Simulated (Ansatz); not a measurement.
Two isomers of C2H4BrNSi: A = `BrC[SiH]1C=N1`, B = `Br[SiH2]C1=CN1`.

Program: Ansatz. Geometries: PBE0-D4/def2-TZVP. ΔE: electronic, gas phase. CCSD(T)/CBS is the MP2 limit (def2-TZVPP, def2-QZVPP) plus CCSD(T) − MP2 in def2-TZVPP, frozen cores. DFT in def2-TZVPP. B3LYP here is the variant with VWN-RPA as its local correlation; programs differ in this. For Br outer-core shells are correlated without core-valence functions, which leaves a few kJ/mol of doubt a bond. Scalar relativity is left out up to krypton. One conformer a species, not always the lowest.

Which is lower in electronic energy at CCSD(T)/CBS, and by how much? (Best estimate.)

The calculation gave: A, by 61.9 kJ/mol.

Give E(B) − E(A) in kJ/mol with r2SCAN-D4, B3LYP, MP2/def2-TZVPP, PBE-D4, HF/def2-TZVPP, PBE0-D4, ωB97M-V. (Best estimate.)

Ansatz gave: r2SCAN-D4 64.1, B3LYP 62.6, MP2/def2-TZVPP 63.4, PBE-D4 61.8, HF/def2-TZVPP 62.8, PBE0-D4 62.6, ωB97M-V 68.1. None reverses the order clearly.

Largest T1 diagnostic: 0.012.
